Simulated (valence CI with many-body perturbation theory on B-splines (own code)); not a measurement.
Values are calculated unless marked as measured or tabulated.
# Gd LVIII: what the settings do

Method: configuration interaction combined with many-body perturbation theory (CI+MBPT): five valence electrons over a frozen Dirac-Fock core [He], radial functions for each j: 6 s, 6 p, 5 d, 3 f, 1 g, with the one-electron correlation potential Σ1 (screened to all orders), the two-electron term Σ2, the three-electron term Σ3, Breit, model QED; selected single and double excitations, second order for the rest, scaled by the run's own slope (own B-spline code, finite nucleus).

The last digits are not significant, and no measured levels were compared; by estimate large intervals hold to a few tenths of a per cent, small ones and those within an open d or f shell to about a per cent. Among the levels kept, up to 1800 cm⁻¹ of a level comes from second order outside the variational space, and about a tenth of that is noise between levels of different J, which matters for small intervals.

The reference run has the lowest level (2s^2 2p1/2^2 2p3/2) J=3/2 and an ionisation energy of 12147.8 eV. Its largest variational space holds 10000 state functions.

Levels are named by their leading jj configuration (3d3/2^4 stands for four electrons in 3d with j = 3/2), which in mixed levels can hold well under half, so a name can repeat and another be missing. Letters in brackets count levels of one name in rising energy.

Changed runs:
A. correlating orbitals by l 3 3 3 2 1 → 4 4 0 0 0; three-electron term on → off
B. natural orbitals for correlation on → off
C. Davidson tolerance 2e-05 → 0.001
D. box radius (bohr) 1.0063 → 0.23 (bad on purpose)

Excitation energies of the reference run in cm⁻¹, and shifts in cm⁻¹:

| Level | Reference | A | B | C |
| --- | --- | --- | --- | --- |
| (2s^2 2p1/2 2p3/2^2) J=3/2 | 5703610 | -478 | -2394 | 0 |
| (2s^2 2p1/2 2p3/2^2) J=5/2 | 5882550 | +1700 | -752 | 0 |
| (2s^2 2p1/2 2p3/2^2) J=1/2 | 6214920 | +937 | -148 | 0 |
| (2s 2p1/2^2 2p3/2^2) J=5/2 | 7942700 | +2066 | +110 | 0 |
| (2s 2p1/2^2 2p3/2^2) J=1/2 | 8643300 | +5785 | +3984 | 0 |
| (2s 2p1/2^2 2p3/2^2) J=3/2 | 8655070 | +8356 | +4509 | 0 |
| (2s^2 2p3/2^3) J=3/2 | 11931200 | +507 | -2160 | 0 |
| (2s 2p1/2 2p3/2^3) J=3/2 [a] | 13833600 | +1633 | -1433 | 0 |
| (2s 2p1/2 2p3/2^3) J=5/2 | 14136700 | +5325 | +1019 | 0 |
| (2s 2p1/2 2p3/2^3) J=1/2 | 14540000 | +7412 | +2429 | 0 |
| (2s 2p1/2 2p3/2^3) J=3/2 [b] | 14619600 | +9136 | +3765 | 0 |
| (2p1/2^2 2p3/2^3) J=3/2 | 17091300 | +16638 | +8869 | 0 |
| Ionisation energy (eV) | 12147.8 | -0.7 | -1.1 | 0 |

No effect on these energies: C.

Run D: It gave no result. The program said: "need at least one array to concatenate".
